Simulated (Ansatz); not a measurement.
Gas-phase electronic energies from Ansatz, PBE0-D4/def2-TZVP geometries. CBS: MP2 limit from def2 TZ/QZ plus the TZ coupled-cluster correction, frozen cores. This one scheme is used for every species, atoms too. For atomizations the MP2-based limit and the directly extrapolated one differ by several kJ/mol either way, and by 10 to 25 for some Ge, Se and Sn compounds, so smaller differences from it don't rank the levels. DFT in def2-TZVPP. B3LYP here is the variant with VWN-RPA as its local correlation; programs differ in this. No spin–orbit coupling; open shells (•) take unrestricted orbitals. Spin–orbit coupling would lower the free atoms: a little for C, F, O, Si; clearly for Se. For Se outer-core shells are correlated without core-valence functions, so the limit isn't a true one: a few kJ/mol of doubt a bond, and 10 to 20 or more in all where bonds break to atoms. Scalar relativity is left out up to krypton. Each species was taken in one conformer, which may not be the lowest.

`CO[SiH](F)[SeH]` → C• + F• + 5 H• + O• + Se• + Si•  (atomization)

CCSD(T)/CBS gives +3670.7 kJ/mol.

Question: Another level gave +3528.8 kJ/mol. Which?
A. BHLYP/def2-TZVPP
B. HF/def2-TZVPP
C. BHLYP-D4/def2-TZVPP
D. B3LYP/def2-TZVPP

Answer: C. BHLYP-D4 3528.8, B3LYP 3597.3, BHLYP 3499.0, HF/def2-TZVPP 2645.9 kJ/mol.

Largest T1 diagnostic among the species: 0.012.

From BLYP to BHLYP (50 % exact exchange), in def2-TZVPP and without D4, ΔE moves by −83.6 kJ/mol: exact exchange takes away binding that semilocal exchange gives to molecules. At CCSD(T), def2-SVP lies −283.2 kJ/mol from the extrapolated value and def2-TZVPP −110.8 kJ/mol: correlation converges slowly with the basis, and small sets miss more of it in the bonded molecule than in its fragments. The D4 term adds +37.0 kJ/mol with B3LYP and +19.4 kJ/mol with PBE0; it sums over pairs of atoms, weighted by their polarisabilities, and B3LYP, whose exchange is more repulsive, gets the larger term.
